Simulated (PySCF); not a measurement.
**Computed spin Hamiltonian**

Species: C5H5N2S (doublet state).
Cartesian coordinates in Å at the GFN2-xTB level; atoms count from 1:
```xyz
13
C5H5N2S angstrom
C     -2.2228    0.6933   -0.6874
N     -0.9778    0.7657    0.0310
C     -0.0052   -0.1423   -0.1244
S     -0.1825   -1.4211   -1.1459
C      1.2026    0.1065    0.6847
C      2.2748   -0.6286    0.7662
C      3.1810   -1.5785    0.6192
N      4.0361   -2.3723    0.5514
H     -2.8941    1.4682   -0.3283
H     -2.6786   -0.2880   -0.5388
H     -2.0532    0.8215   -1.7596
H     -0.8293    1.5521    0.6462
H      1.1447    1.0239    1.2680
```

The hyperfine couplings belong to this conformer and change with its torsions.

Identity: `CNC(=S)/C=[C]\C#N` [radical].

Theory: UKS B3LYP, pcH-1 on C H N S, non-relativistic, mean-field spin-orbit, GIAO (PySCF). One conformer (not necessarily the lowest) at the GFN2-xTB geometry, without solvent, vibrations or thermal averaging. A GFN2-xTB geometry isn't a minimum of the functional, and hyperfine couplings can be far from their values at a DFT geometry. Stability of the SCF solution: not tested. ⟨S²⟩ is 0.778 where a pure state has 0.75.

| Quantity | Value |
| --- | --- |
| g1, g2, g3 | 1.99969, 2.00206, 2.00514 |
| g_iso | 2.00230 |
| Form of g | rhombic: the two nearest values differ by 44 % of g3 − g1 |
| ⟨S²⟩ | 0.7782 (exact 0.7500) |
| α and β electrons | 33, 32 |
| Total energy | -701.15210 Eh |

Isotropic coupling and dipolar principal values T1 to T3, in MHz; ρ(0) is the spin density at the nucleus:

```
atom  isotope  a_iso  of which spin–orbit     T1     T2     T3  Mulliken spin population  ρ(0) (bohr⁻³)
  C1      13C    1.5                  0.0   -0.4   -0.2    0.6                      0.00         0.0013
  N2      14N   -0.7                  0.0   -0.6   -0.1    0.7                      0.00        -0.0021
  C3      13C   74.2                  0.0   -6.2   -2.6    8.8                      0.06         0.0660
  S4      33S   -0.4                 -0.1   -5.7    2.4    3.4                     -0.03        -0.0010
  C5      13C  -38.3                  0.0  -17.7    5.2   12.4                     -0.16        -0.0341
  C6      13C  120.7                 -0.1  -73.2  -50.6  123.9                      0.85         0.1075
  C7      13C  -55.9                  0.0  -22.6   -4.0   26.6                     -0.24        -0.0497
  N8      14N   11.1                  0.0  -22.7  -13.3   35.9                      0.47         0.0344
  H9       1H    2.0                  0.0   -0.4   -0.3    0.7                      0.00         0.0004
 H10       1H   -0.8                  0.0   -0.6   -0.5    1.1                      0.00        -0.0002
 H11       1H   -1.4                  0.0   -0.5   -0.5    1.0                      0.00        -0.0003
 H12       1H    0.6                  0.0   -1.5   -0.8    2.3                      0.00         0.0001
 H13       1H  121.0                  0.0   -4.8   -4.3    9.1                      0.05         0.0271
```

Largest spin populations (Mulliken): C6 (+0.85), N8 (+0.47), C7 (-0.24) and C5 (-0.16). The positive populations add up to 1.43 and the negative ones to -0.43, together 2S = 1.

Under fast tumbling the dipolar parts average out, and these isotropic splittings remain: 1 × 1H (H13, I = 1/2, 2 lines) with 4.32 mT and 1 × 14N (N8, I = 1, 3 lines) with 0.40 mT.

The 13C coupling of C6 (120.7 MHz) shows only in satellite lines or after enrichment, since that isotope makes up about 1.07 % of natural carbon.

On Arm Neoverse V2, one thread, no GPU (shared host), this took 83 s (with the writing of density and orbital grids) and 0.93 GiB of memory at its peak.
